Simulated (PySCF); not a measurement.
Heteronuclear NMR

Atom-mapped SMILES (the numbers label the heavy atoms): `[CH3:1][S:2]/[CH:3]=[C:4](/[F:5])[CH2:6][C:7]([F:8])([F:9])[F:10]`; H(Xn) means a hydrogen on atom n.

No solvent, one averaged value for each set of equivalent atoms, a single conformation, relativity neglected. Geometry from PBE0-D3(BJ)/def2-SVP; σ from GIAO-PBE0/pcSseg-1; PySCF 2.14.0 with density-fitted response routines.

Question: What are the ¹⁹F shifts?

Answer: 
```json
{"atoms": "F8/F9/F10", "environment": "fluorine of a CF3 group", "σ (ppm)": "254.9", "δ (ppm)": "-64.5"}
{"atoms": "F5", "environment": "vinylic fluorine", "σ (ppm)": "259.0", "δ (ppm)": "-83.2"}
```

Shieldings were converted by a linear fit to measured shifts: ¹⁹F: δ = 160.63 − 0.942σ +14.9 on sp3 carbon (rms 6.9 ppm, 221 shifts, 7.7 ppm with the 5 outliers that the fit left out vs CFCl3, solution or neat liquid). Occasional misses reach two or three times the rms, and more in compound classes unlike the fitted ones.

On a 600 MHz spectrometer ¹⁹F resonates near 564.6 MHz, so 1 ppm is 564.6 Hz.

Question: What are the ³³S shifts?

Answer: 
```csv
atoms,environment,σ (ppm),δ (ppm)
S2,sulfide sulfur,544.8,-359
```

Shieldings were converted by a linear fit to measured shifts: ³³S (scatter 31.7 ppm rms vs sulfate, solution or neat liquid). Occasional misses reach two or three times the rms, and more in compound classes unlike the fitted ones.
